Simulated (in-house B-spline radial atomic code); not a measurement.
A radial electron density 4πr²n(r) was computed for an atom or ion in its tabulated ground configuration with a B-spline radial code for spherical atoms; method: non-relativistic Hartree-Fock, average of configuration. Columns: r (bohr), 4πr²n(r) (electrons per bohr), bar.

```
 0.00187    1.141 #
 0.00228    1.648 #
 0.00278    2.365 ##
 0.00339     3.37 ###
 0.00414     4.77 ####
 0.00504    6.638 ######
 0.00614    9.124 ########
 0.00749    12.36 ###########
 0.00913    16.38 ##############
  0.0111    21.11 ##################
  0.0136    26.64 #######################
  0.0165     32.1 ############################
  0.0201    37.22 ################################
  0.0246    41.13 ####################################
  0.0299    42.81 #####################################
  0.0365    42.04 ####################################
  0.0445    39.32 ##################################
  0.0542    36.29 ###############################
  0.0661    35.27 ###############################
  0.0805    37.97 #################################
  0.0981    43.89 ######################################
    0.12    49.78 ###########################################
   0.146    50.81 ############################################
   0.178    45.02 #######################################
   0.217    35.46 ###############################
   0.264    28.78 #########################
   0.322    29.01 #########################
   0.392    33.37 #############################
   0.478    34.89 ##############################
   0.583    29.51 ##########################
    0.71    19.82 #################
   0.866    10.96 #########
    1.06    5.925 #####
    1.29    4.135 ####
    1.57     3.31 ###
    1.91      2.3 ##
    2.33    1.186 #
    2.84   0.4256 
    3.46  0.09995 
    4.22  0.01403 
    5.14 0.001094 
    6.26 4.155e-05
```

Problem. Which atom or ion is it?
A. Se3+
B. Br2+
C. Br3+
D. Br4+

Solution. C. The area under the curve, ∫4πr²n dr = ∫r·4πr²n d(ln r) on this logarithmic grid, is 32 electrons, which only this option has. The configuration is [Ar] 3d10 4s2 4p2.
